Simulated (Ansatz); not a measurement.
Frontier orbitals of CH7NOSn (`[NH2][SnH2][CH2]O`).

Total charge 0; spin multiplicity 1. Correlated methods include outer-core shells of Sn, which these sets cover unevenly. Sn: def2 effective core potential. The geometry is a stationary point of PBE0-D4/def2-TZVP. It is one conformer, not always the lowest. Basis def2-TZVPP, Ansatz.

Orbital energies of one run (eV). Highest occupied ones, from the top: -6.64, -7.87, -8.93, -9.43, -9.68, -11.33, -12.29, -13.08, -13.79, -14.62, -18.94, -22.93, -28.00, -28.01. Empty: -0.13, 0.43, 0.96, 1.28, 1.94, 2.16.

**Question.** Which functional gave them?
A. PBE0
B. ωB97M-V
C. revPBE
D. LDA (SPW92)

**Answer.** A. HOMO energies: PBE0 -6.64, revPBE -5.25, ωB97M-V -8.88, LDA (SPW92) -5.45 eV.
